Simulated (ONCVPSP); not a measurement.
**Before and after: ONCV potential for neodymium (Nd)**

neodymium (Nd), optimised norm-conserving Vanderbilt (ONCV), made with ONCVPSP 4.0.1 (PBE, fully relativistic). Core [Kr] 4d10 4f3, reference 5s2 5p6 5d1 6s2. Waves: 5s+6s: rc 2.45 bohr, ncon 4, nbas 9, qcut 3.9 1/bohr, 2 projectors; 5p: rc 2.45 bohr, ncon 3, nbas 8, qcut 5.5 1/bohr, 1 projector; 5d: rc 2.65 bohr, ncon 3, nbas 6, qcut 3.6 1/bohr, 2 projectors, debl 1.9 Ha. Local part: polynomial inside 2.10 bohr (lpopt 5, dvloc0 6 Ha). Core correction: Teter function fitted to the true core (icmod 2), fcfact 0.2.

Open shells are filled in proportion to 2j + 1.

All-electron outer shells of the reference configuration (PBE, scalar-relativistic, ld1.x):

```csv
shell,level (eV),outermost node (bohr),outermost maximum (bohr)
5s,-43.70,0.72,1.31
5p,-24.67,0.77,1.48
4f,-6.90,–,0.65
6s,-3.87,1.74,3.60
5d,-2.92,0.87,2.08
```

Change: p: nproj 2.

Cutoffs: the cutoffs (Ha) at which the residual kinetic energy of the hardest occupied pseudo-wave falls to 1 and 0.1 mHa per electron; they do not see the model core or the augmentation charge, which bear on the density cutoff. Errors are all-electron minus pseudo energies relative to the spin-unpolarised reference configuration.

**Question.** What does the change do?

**Answer.** The potential gets neither clearly harder nor softer (6.2 Ha and 15 Ha → 6.2 Ha and 15 Ha); of the 4 tests that both files solve, the error grows in 0 and shrinks in 1 by more than 15 % and 0.3 meV (median size 9.1 → 0.7 meV); the range in which the p3/2 phases agree widens (upper end 0.7 → at the end of the scan); the range in which the p1/2 phases agree widens (upper end 0.4 → at the end of the scan); neither file shows a bound ghost.

```csv
quantity,base,changed
"cutoff, loose",6.2 Ha,6.2 Ha
"cutoff, tight",15 Ha,15 Ha
bound ghosts,none,none
GHOST(+) flags under 300 eV,none,none
"error for 5s2 5p6 5d1 6s1, meV [ΔE 6.27 eV]",0.0,0.0
"error for 5s2 5p6 5d1 6s0, meV [ΔE 17.70 eV]",+0.9,+1.1
"error for 5s2 5p6 5d0 6s0, meV [ΔE 37.18 eV]",-33,-31
"error for 5s2 5p6 5d1 6s1 6p1, meV [ΔE 2.58 eV]",-17,-0.3
s: phases at 2.48 bohr within 0.05 rad from the reference energy up to (Ha; the scan ends near 5),3.7,3.7
p3/2: phases at 2.48 bohr within 0.05 rad from the reference energy up to (Ha; the scan ends near 5),0.7,to the end of the scan
p1/2: phases at 2.48 bohr within 0.05 rad from the reference energy up to (Ha; the scan ends near 5),0.4,to the end of the scan
d5/2: phases at 2.68 bohr within 0.05 rad from the reference energy up to (Ha; the scan ends near 5),to the end of the scan,to the end of the scan
d3/2: phases at 2.68 bohr within 0.05 rad from the reference energy up to (Ha; the scan ends near 5),to the end of the scan,to the end of the scan
"rms error of d²Exc/dni dnj with the model core, mHa",3.01,3.01
```
